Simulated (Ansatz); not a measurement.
`OC1=N[SiH]1O`. Total charge 0; spin multiplicity 1.

Z-matrix (Å, degrees):
```
Si
O 1 1.627
C 1 1.764 2 126.2
N 1 1.750 2 122.7 3 -52.8
H 1 1.469 2 105.6 3 160.1
H 2 0.960 1 118.1 3 21.5
O 3 1.320 1 163.4 2 73.6
H 7 0.973 3 107.2 1 -174.4
```

**Question.** List the harmonic frequencies (cm⁻¹, unscaled) at PBE0-D4/def2-TZVP in Ansatz. (Estimate.)

**Answer.** The calculation gave: 178, 262, 344, 385, 428, 623, 654, 687, 769, 808, 899, 974, 1193, 1430, 1627, 2316, 3684, 3909.

**Question.** Is this a minimum?

**Answer.** Yes, all 18 modes are real.

**Question.** Give the ideal-gas thermochemistry at 298.15 K and 1 bar (rigid rotor, harmonic oscillator; point group C1, symmetry number 1).

**Answer.** Zero-point energy 126.6 kJ/mol; H(298) − E = 143.7 kJ/mol; entropy 310.4 J/(mol·K), of which translation 164.9, rotation 108.2, vibration 37.4; G(298) − E = 51.2 kJ/mol.

**Question.** And at 400, 500, 600, 800 and 1000 K?

**Answer.** 
```csv
T (K),H − E (kJ/mol),S (J/mol/K),G − E (kJ/mol)
400,153.7,339.2,18.0
500,165.0,364.4,-17.2
600,177.4,386.9,-54.7
800,204.5,425.8,-136.1
1000,233.6,458.3,-224.6
```

**Question.** Rotational constants (cm⁻¹)?

**Answer.** 0.4065, 0.08571, 0.08034.
